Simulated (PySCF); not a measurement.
CF₂, SMILES F[C]F (connectivity only; charge and spin as stated), charge +1, multiplicity 2. Geometry optimised at PBE0-D3(BJ)/def2-TZVP. The isomer is the one that the SMILES or the coordinates give; other isomers of the formula were not compared.

Calculation: PySCF with PBE0-D3(BJ)/def2-TZVP.

Harmonic wavenumbers (cm⁻¹): 651, 1395, 1726. Rotational constants (GHz): 174.3, 11.51, 10.80; symmetry number 2.

Q: Work out the zero-point energy and the ideal-gas rigid-rotor harmonic-oscillator thermochemistry at 298.15 K and 1 atm.

A: ZPE = ½ Σ hcν = ½ × 3772 cm⁻¹ = 5.39 kcal/mol. H − E(el) = 7.85 kcal/mol. Entropy in cal/(mol K): translation 37.65, rotation 18.86, vibration 0.39, spin 1.38, total 58.28. G − E(el) = -9.52 kcal/mol. Cp = 9.02 cal/(mol K).
